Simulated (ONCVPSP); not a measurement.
## copper (Cu): ONCV pseudisation with PBE, scalar-relativistic reference atom.

ONCVPSP 4.0.1 input, shortened (lines: element, Z, core and valence counts, functional; n l f; lmax; l rc ep ncon nbas qcut; lloc lpopt rc5 dvloc0; l nproj debl; icmod fcfact rcfact), PBE, scalar-relativistic:

```
  Cu 29.00    3    4        4      upf
    1    0    2.00
    2    0    2.00
    2    1    6.00
    3    0    2.00
    3    1    6.00
    3    2   10.00
    4    0    1.00
    2
    0    1.30    0.00    5    8    7.70
    1    1.10    0.00    3    6   10.40
    2    0.95    0.00    3    8   17.30
    2    5    0.95    0.00
    0    3    2.30
    1    2    1.30
    2    0    3.20
    0    0.00    0.00
```

In the p channel the program set the typed energies aside and used -2.651, 0.250 Ha.

All-electron outer shells of the reference configuration (PBE, scalar-relativistic, ld1.x):

| shell | level (eV) | outermost node (bohr) | outermost maximum (bohr) |
| --- | --- | --- | --- |
| 2p | -916.98 | – | 0.16 |
| 3s | -114.70 | 0.29 | 0.61 |
| 3p | -72.14 | 0.26 | 0.62 |
| 3d | -5.04 | – | 0.60 |
| 4s | -4.61 | 0.89 | 2.27 |

Calculated quality:

| Property | Result |
| --- | --- |
| Cutoffs needed | 109 Ha and 125 Ha (the cutoffs (Ha) at which the residual kinetic energy of the hardest occupied pseudo-wave falls to 1 and 0.1 mHa per electron) |
| Ghost test | no bound ghost flagged; GHOST(+) flags only above 600 eV |
| Configuration tests | 3 of 4 tests not solved or not reliable |

Generation and tests took about 5.7 s on one core of a shared server CPU.
